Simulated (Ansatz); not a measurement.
Consider the substitution at a C–Zn bond: `[CH3][Zn][NH2]` + `NB(F)S` → `CNB(F)S` + `[NH2][ZnH]`.

Computed with Ansatz on PBE0-D4/def2-TZVP structures; ΔE is electronic, products minus reactants. CBS: MP2 limit from def2 TZ/QZ plus the TZ coupled-cluster correction, frozen cores. This one scheme is used for every species. Functionals use def2-TZVPP. B3LYP here is the variant with VWN-RPA as its local correlation; programs differ in this. For Zn outer-core shells are correlated without core-valence functions, which leaves a few kJ/mol of doubt a bond. Scalar relativity is left out up to krypton. Each species was taken in one conformer, which may not be the lowest.

`[CH3][Zn][NH2]`:

```xyz
8

C    -0.662   -1.163   -0.927
Zn    0.095    0.223    0.178
N     0.692    1.562    1.259
H    -1.068   -1.968   -0.311
H     0.090   -1.592   -1.593
H    -1.475   -0.769   -1.542
H     1.116    2.379    0.843
H     1.211    1.328    2.093
```

`NB(F)S`:

```xyz
7

N    -0.738   -0.821   -0.452
B     0.153    0.204   -0.134
F     0.657    0.957   -1.119
S     0.641    0.535    1.593
H    -1.156   -1.426    0.231
H    -1.009   -1.007   -1.401
H     1.452    1.557    1.283
```

`CNB(F)S`:

Cartesian coordinates in Å:
```
C -1.435 0.402 0.478
N -0.171 -0.300 0.476
B 0.861 -0.112 -0.441
F 0.723 0.784 -1.427
S 2.410 -1.076 -0.319
H -1.580 0.963 1.405
H -1.456 1.107 -0.351
H -2.276 -0.287 0.358
H -0.056 -0.976 1.211
H 2.980 -0.505 -1.390
```

`[NH2][ZnH]`:

Cartesian coordinates in Å:
```
N 0.657 0.089 0.509
Zn -0.854 0.078 -0.501
H 1.545 0.310 0.084
H 0.802 -0.627 1.206
H -2.149 0.151 -1.298
```

CCSD(T)/CBS gives +0.66 eV.

Problem. Another level gave +0.49 eV. Which?
A. MP2/def2-TZVPP
B. HF/def2-TZVPP
C. B3LYP-D4/def2-TZVPP
D. r2SCAN/def2-TZVPP

Solution. B. HF/def2-TZVPP 0.49, B3LYP-D4 0.58, r2SCAN 0.64, MP2/def2-TZVPP 0.70 eV.

Largest T1 diagnostic among the species: 0.016.

In def2-TZVPP, CCSD(T) changes the Hartree–Fock value by +0.13 eV (the triples alone add +0.01 eV) and MP2 by +0.21 eV. The D4 term adds −0.03 eV with B3LYP and −0.02 eV with PBE0; it sums over pairs of atoms, weighted by their polarisabilities, and B3LYP, whose exchange is more repulsive, gets the larger term.
